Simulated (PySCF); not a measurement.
Work out the structure from these simulated measurements.

Formula: C3H3Cl3Si.

| Property | Result |
| --- | --- |
| Valence photoelectron | vertical ionisation energy: 10.21 eV [ΔSCF CAM-B3LYP/def2-SVPD] |
| 13C NMR | chemical shifts (computed TMS as zero) by class: 241.1 (1 C), 81.7 (1 C), 79.7 (1 C) ppm [GIAO HF/pcSseg-2] |
| Dipole | 2.44 D [CAM-B3LYP/def2-SVPD] |
| Triplet | lowest triplet excitation (Tamm–Dancoff): 4.46 eV [TDA CAM-B3LYP/def2-SVPD] |
| Polarisability | 102.3 au [CAM-B3LYP/def2-SVPD] |
| NMR, other nuclei | isotropic shieldings of nuclei other than C and H, by class: 377 (1 Si), 883 (3 Cl) ppm [GIAO HF/pcSseg-2] |
| Rotational structure | rotational constants A, B, C: 1.413, 0.853, 0.813 GHz [PBE0-D3(BJ)/def2-SVP] |
| 1H NMR | chemical shifts (computed TMS as zero) by class: 5.19 (2 H), 5.09 (1 H) ppm [GIAO HF/pcSseg-2] |

Electronic properties: PySCF, gas phase, density fitting. Levels stand in brackets. Isolated species at its PBE0-D3(BJ)/def2-SVP geometry, gas phase. NMR classes are plain means over equivalent atoms (diastereotopic ones count apart unless rotation or inversion swaps them), as if these changed places fast.

Task: Give a SMILES that accounts for the data.

Result: Numbering: `[CH2:1]=[C:2]=[CH:3][Si:4]([Cl:5])([Cl:6])[Cl:7]`. Its formula, C3H3Cl3Si, gives 2 degrees of unsaturation: 0 rings and 2 π bonds in the structure found. 3 carbons fall into 3 classes; from least to most shielded: central carbon of cumulated double bonds [C2] (241.1 ppm), outer carbon of cumulated double bonds [C3] (81.7 ppm), outer carbon of cumulated double bonds [C1] (79.7 ppm). Hydrogen classes from least to most shielded: 2 H on an outer carbon of cumulated double bonds, C1 (5.19 ppm), 1 H on an outer carbon of cumulated double bonds, C3 (5.09 ppm). The other shieldings belong to: 377 ppm, chlorine-bound silicon [Si4]; 883 ppm, silicon-bound chlorine [Cl5/Cl6/Cl7]. The first electron is taken from the HOMO, whose largest Löwdin shares are 0.37 on an outer carbon of cumulated double bonds, 0.31 on the central carbon of cumulated double bonds, 0.10 on an outer carbon of cumulated double bonds and 0.04 on the chlorine-bound silicon. By its constants the optimised geometry is an asymmetric top. Structure: `C=C=C[Si](Cl)(Cl)Cl`. The assignments are read from this structure; whether some other isomer fits the data as well wasn't checked.

Conformer computed: `[CH2:1]=[C:2]=[CH:3][Si:4]([Cl:5])([Cl:6])[Cl:7]`: C2–C3–Si4–Cl5 -114°.
